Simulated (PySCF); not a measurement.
SeHCl, SMILES Cl[SeH].

The structure is a stationary point at B3LYP-D3(BJ)/def2-TZVP.

Vertical ionisation energy (IE) and electron affinity (EA) in eV. Rows of orbital energies are one-electron estimates. Where ΔSCF, EOM or ADC give a negative EA the extra electron is unbound and the value depends on the basis.

| level | IE | EA |
|---|---|---|
| −ε(HOMO), −ε(LUMO), ωB97X/def2-TZVPD (PySCF) | 9.46 | 0.43 |
| −ε(HOMO), −ε(LUMO), PBE/def2-TZVPD (PySCF) | 5.93 | 3.53 |
| EOM-CCSD/aug-cc-pVDZ (PySCF) | ? | ? |
| ADC(2)/aug-cc-pVDZ (PySCF) | 9.08 | 0.46 |

**Question.** Complete the blanks. (The exact figures need the calculation; the answer reports its results.)

**Answer.** 
- EOM-CCSD/aug-cc-pVDZ (PySCF), IE: 9.41
- EOM-CCSD/aug-cc-pVDZ (PySCF), EA: 0.32

**Question.** Beyond the first one, list the lowest photoelectron lines from ADC(2)/aug-cc-pVDZ in PySCF with their pole strengths (two spins summed). (Estimate from the structure and the level; the computed values follow.)

**Answer.** 11.04 eV (1.78), 11.98 eV (1.76), 13.09 eV (1.80), 14.61 eV (1.80), 20.39 eV (0.06).
